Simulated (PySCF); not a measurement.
# Polarisability and C₆ of Ta⁺ (tantalum, charge +1)

[Xe] 4f14 5d3 6s1, high-spin 5F determinant. Calculation: PySCF 2.14, in aug-cc-pVTZ-PP with one added diffuse shell each of s, p, d, f, g type with ECP60MDF (7s7p6d4f3g, 113 functions); scalar relativity through the core potential. Coupled (time-dependent) response in atomic units; α is the mean over directions.

```csv
method,mean α (bohr³),C₆ (like pair),S(−4)
UHF,53.09,480.4,1423
PBE,41.14,354.5,776.6
```

S(−4) is the Cauchy moment in α(ω) = α(0) + S(−4) ω² + …

Spin-orbit coupling is absent.

α(iu) at UHF:

```json
{"u (hartree)": "0", "α(iu) (bohr³)": "53.09"}
{"u (hartree)": "0.0500", "α(iu) (bohr³)": "49.79"}
{"u (hartree)": "0.100", "α(iu) (bohr³)": "42.27"}
{"u (hartree)": "0.200", "α(iu) (bohr³)": "27.74"}
{"u (hartree)": "0.300", "α(iu) (bohr³)": "19.06"}
{"u (hartree)": "0.500", "α(iu) (bohr³)": "11.13"}
{"u (hartree)": "0.750", "α(iu) (bohr³)": "7.084"}
{"u (hartree)": "1.00", "α(iu) (bohr³)": "5.065"}
{"u (hartree)": "1.50", "α(iu) (bohr³)": "3.046"}
{"u (hartree)": "2.00", "α(iu) (bohr³)": "2.047"}
{"u (hartree)": "3.00", "α(iu) (bohr³)": "1.099"}
{"u (hartree)": "5.00", "α(iu) (bohr³)": "0.4559"}
```

A single London oscillator, α(iu) = α/(1 + u²/ω²), gives C₆ = (3/4) ω α². Matching the computed C₆ needs ω = 4 × 480.4 / (3 × 53.09²) = 0.227 hartree.

For an ion, C₆ is the dispersion term alone; charge-induced terms of lower order in 1/R come first.

Energies and moments cover only the electrons outside the core potential. Spin-orbit coupling, absent here, splits the open shell strongly.
